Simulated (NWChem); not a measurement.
**Atomisation of H₃N₂**

```
N
H 1 1.0171
H 1 1.0222 2 113.51
N 1 1.3453 2 114.00 3 144.23
H 4 1.0304 1 105.42 2 -167.65
```
Charge 0, spin multiplicity 2.

All runs are NWChem calculations. All single points use one geometry, from UB3LYP/def2-SVP, a minimum by its harmonic frequencies. It is one conformer; others weren't searched.

Basis set: def2-TZVP. The atomisation energy is electronic alone: no zero-point, thermal, spin-orbit or counterpoise terms. No value is extrapolated to the basis-set limit. Free atoms are single determinants with multiplicities N 4, H 2.

B3LYP has NWChem's definition, with VWN1-RPA local correlation. The structure started from a generated list of species. No SCF solution was tested for a lower state.

Question: One of these methods gave an atomisation energy of 355.5 kcal/mol. Which?
A. B3LYP
B. BP86
C. BHandHLYP
D. LDA (SVWN5)

Answer: A, B3LYP. The others give 417.8 (LDA (SVWN5)), 374.8 (BP86), 334.0 (BHandHLYP).
